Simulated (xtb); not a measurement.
CHS2, SMILES [SH+]=C=S, charge +1. All values are semi-empirical tight-binding results from xtb (GFN2-xTB unless named), good for trends rather than for accurate numbers. Geometry: GFN2-xTB. The isomer is the one that the SMILES or the coordinates give; other isomers of the formula were not compared.

Optimised geometry:

Bonds (Å): S1–C2 1.519, C2–S3 1.634, S3–H4 1.356. Angles (°): S1–C2–S3 174.5, C2–S3–H4 94.8.
Charge +1, spin multiplicity 1.

Computed properties:
```
Property                                        Result
--------------------------------------  --------------
point group as xtb finds it                         Cs
orbital gap                                    2.33 eV
zero-point energy                         8.3 kcal/mol
G − E(el) at 298.15 K (modified RRHO)    -8.0 kcal/mol
static polarisability (D4 model)            48.3 bohr³
solvation energy, GFN2-xTB/ALPB(water)  -56.6 kcal/mol
solvation energy, GFN2-xTB/ALPB(dmf)    -50.4 kcal/mol
```

Computed atomic charges and the Wiberg bond orders between heavy atoms:
charges (e) S1 0.47, C2 0.02, S3 0.26, H4 0.25. Bond orders S1–C2 2.43, S1–S3 0.35, C2–S3 1.49.
